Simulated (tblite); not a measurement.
Species: C₇H₁₂BN.
Numbering: `[CH3:1][C@@H:2]1[CH2:3][CH2:4][CH2:5][CH2:6][B:7]1[C:8]#[N:9]` (hydrogens: H10, H11, H12 on C1; H13 on C2; H14, H15 on C3; H16, H17 on C4; H18, H19 on C5; H20, H21 on C6)

Structure used (GFN2-xTB), in Å, numbered top down from 1:
```xyz
21
C7H12BN angstrom
C      2.2543   -0.7745   -0.3675
C      0.8878   -0.4694    0.2584
C     -0.2046   -1.3464   -0.3723
C     -1.5948   -0.9779    0.1395
C     -1.9745    0.4406   -0.2771
C     -1.0248    1.4812    0.3284
B      0.4908    1.0593    0.3039
C      1.5715    2.1187    0.4420
N      2.3907    2.9189    0.5444
H      2.4852   -1.8357   -0.2875
H      2.2575   -0.5065   -1.4222
H      3.0409   -0.2101    0.1286
H      0.9542   -0.7563    1.3211
H      0.0000   -2.3988   -0.1604
H     -0.1785   -1.2200   -1.4575
H     -1.6167   -1.0597    1.2292
H     -2.3268   -1.6822   -0.2622
H     -3.0027    0.6530    0.0253
H     -1.9318    0.5114   -1.3666
H     -1.2039    2.4548   -0.1347
H     -1.2827    1.6166    1.3866
```

Computed values, GFN2-xTB/tblite, gas phase, harmonic and unscaled. Errors from tens to a few hundred cm⁻¹ against measured bands are possible. One conformer, not necessarily the lowest.

Harmonic wavenumbers (cm⁻¹): 47.8, 108.8, 125.3, 175.8, 225.1, 277.9, 290.1, 341.6, 348.7, 399.4, 465.0, 488.3, 527.0, 636.9, 730.7, 866.3, 879.9, 911.6, 949.1, 965.3, 1006.0, 1034.2, 1056.5, 1074.2, 1085.3, 1128.5, 1142.7, 1153.9, 1195.1, 1224.8, 1237.0, 1260.7, 1284.4, 1304.7, 1340.0, 1349.3, 1356.0, 1417.7, 1450.1, 1489.7, 1494.4, 1502.2, 1506.3, 1510.6, 2333.7, 2845.2, 2910.3, 2956.1, 2959.5, 2964.2, 2970.3, 2977.3, 2980.5, 2983.4, 3016.0, 3029.5, 3037.7.

A = 2364, B = 1284, C = 878.1 MHz; mass 121.106 u (most abundant isotopes); point group C1, symmetry number 1.

Q: What is the zero-point energy?

A: ½Σν̃ = 39164 cm⁻¹ = 111.98 kcal/mol.

Q: What is S at 273.15 K and 1 bar for an ideal gas of classical rigid rotors and harmonic oscillators?

A: Translation 39.88, rotation 28.92, vibration 23.63: S = 92.4 cal/(mol K).

Q: And Cp and H(273.15 K) − H(0)?

A: Cp = 35.10 cal/(mol K), of which vibrations give 27.15 (their classical limit is 57 R = 113.3); H(273.15 K) − H(0) = 5.75 kcal/mol without the zero-point energy, 3.58 from vibrations.

Q: Blend soft modes into free rotors: weight 1/[1 + (100 cm⁻¹/ν̃)⁴] for the oscillator and the rest for a rotor with moment μB/(μ + B), μ = h/(8π²ν), B = 10⁻⁴⁴ kg m². What vibrational entropy results?

A: 22.22 cal/(mol K) in place of 23.63, which changes −T·S at 273.15 K by +0.38 kcal/mol.

Q: How do the functions run with temperature in this model?

A: 
```json
{"T (K)": "50", "S (cal/(mol K))": "57.5", "Cp (cal/(mol K))": "11.9", "H − H(0) (kcal/mol)": "0.47", "G − H(0) (kcal/mol)": "-2.40", "ln q(vib)": "0.37"}
{"T (K)": "100", "S (cal/(mol K))": "67.5", "Cp (cal/(mol K))": "17.4", "H − H(0) (kcal/mol)": "1.21", "G − H(0) (kcal/mol)": "-5.54", "ln q(vib)": "1.29"}
{"T (K)": "298.15", "S (cal/(mol K))": "95.6", "Cp (cal/(mol K))": "37.8", "H − H(0) (kcal/mol)": "6.66", "G − H(0) (kcal/mol)": "-21.85", "ln q(vib)": "5.90"}
{"T (K)": "373.15", "S (cal/(mol K))": "105.0", "Cp (cal/(mol K))": "46.0", "H − H(0) (kcal/mol)": "9.81", "G − H(0) (kcal/mol)": "-29.37", "ln q(vib)": "7.74"}
{"T (K)": "500", "S (cal/(mol K))": "120.3", "Cp (cal/(mol K))": "58.6", "H − H(0) (kcal/mol)": "16.47", "G − H(0) (kcal/mol)": "-43.67", "ln q(vib)": "10.91"}
{"T (K)": "750", "S (cal/(mol K))": "147.8", "Cp (cal/(mol K))": "76.9", "H − H(0) (kcal/mol)": "33.58", "G − H(0) (kcal/mol)": "-77.25", "ln q(vib)": "17.17"}
{"T (K)": "1000", "S (cal/(mol K))": "171.6", "Cp (cal/(mol K))": "88.9", "H − H(0) (kcal/mol)": "54.40", "G − H(0) (kcal/mol)": "-117.25", "ln q(vib)": "23.19"}
```

q(vib) and H(0) count from the zero-point level.

Hindered rotation and anharmonicity are outside this model. Other conformers, if any are populated, would add a mixing term that is left out. The structure is chiral; the term R ln 2 for an equal mix with its mirror image is left out.
